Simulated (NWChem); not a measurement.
# Basis-set convergence for H3AlS

SMILES: [AlH2][SH]
```xyz
5

Al    -1.1157     0.1387     0.0000
H     -1.6621     1.6220     0.0000
H     -2.0259    -1.1509     0.0000
S      1.0503    -0.2109     0.0000
H      1.3869     1.1007     0.0000
```
Charge 0, spin multiplicity 1.

Everything below was run with NWChem. Structure: optimised with B3LYP/def2-SVP, a minimum by its harmonic frequencies. It is one conformer; others weren't searched.

Quantity: LUMO energy at the level PBE0.

The Pople sets run with spherical d functions. The structure started from a generated list of species.

| basis | functions | LUMO energy (eV) |
|---|---|---|
| STO-3G | 21 | ? |
| 6-31G* | 42 | -1.44 |
| def2-SVP | 51 | ? |
| def2-SVPD | 75 | -1.46 |
| aug-cc-pVDZ | 81 | -1.51 |
| 6-311++G** | 81 | ? |
| cc-pVTZ | 110 | -1.44 |
| pcseg-2 | 110 | -1.50 |
| def2-TZVPD | 116 | -1.46 |
| aug-cc-pVTZ | 169 | -1.49 |

Q: Complete the blanks.

A: 
- STO-3G, LUMO energy (eV): 4.26
- def2-SVP, LUMO energy (eV): -1.36
- 6-311++G**, LUMO energy (eV): -1.53
